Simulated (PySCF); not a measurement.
Si(OSiH3)2(H)(Me) (CH₁₀O₂Si₃), SMILES C[SiH](O[SiH3])O[SiH3].

Coordinates come from a B3LYP-D3(BJ)/def2-SVP optimisation. Other conformers were not sampled.

All values below come from PySCF with PBE/def2-TZVP.

Computed frontier levels, gap, dipole moment:
```yaml
highest_occupied_level: -6.96 eV
lowest_empty_level: -0.87 eV
orbital_gap: 6.09 eV
dipole_moment: 0.129 e·Å
quadrupole, principal values (traceless, Buckingham form, about the centre of nuclear charge): -3.23, -0.40, 3.62 D·Å
```
